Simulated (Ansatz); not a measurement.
`C[SiH](S)CO` + `F[SiH3]` → `C[SiH2]F` + `OC[SiH2]S`  (formal exchange of groups at a C–Si bond)

Calculated with Ansatz (gas phase, PBE0-D4/def2-TZVP geometries, no zero-point term in ΔE). CBS: MP2 limit from def2 TZ/QZ plus the TZ coupled-cluster correction, frozen cores. This one scheme is used for every species. Functionals use def2-TZVPP. B3LYP here is the variant with VWN-RPA as its local correlation; programs differ in this. One conformer a species, not always the lowest.

Is it downhill or uphill in electronic energy at CCSD(T)/CBS, and by how much? (Estimate.)

Ansatz gave: Nearly level: ΔE = -0.02 eV.

What do these levels give: PBE-D4, B3LYP-D4, PBE0, CCSD/def2-TZVPP, CCSD(T)/def2-TZVPP, SCS-MP2/def2-QZVPP? (Estimate.)

The calculation gave: PBE-D4 0.02, B3LYP-D4 -0.01, PBE0 -0.03, CCSD/def2-TZVPP -0.03, CCSD(T)/def2-TZVPP -0.01, SCS-MP2/def2-QZVPP -0.02 eV.

Largest T1 diagnostic among the species: 0.011.

The D4 term adds +0.04 eV with B3LYP and +0.03 eV with PBE0; it sums over pairs of atoms, weighted by their polarisabilities, and B3LYP, whose exchange is more repulsive, gets the larger term. In def2-TZVPP, CCSD(T) changes the Hartree–Fock value by +0.10 eV (the triples alone add +0.02 eV) and MP2 by +0.11 eV.
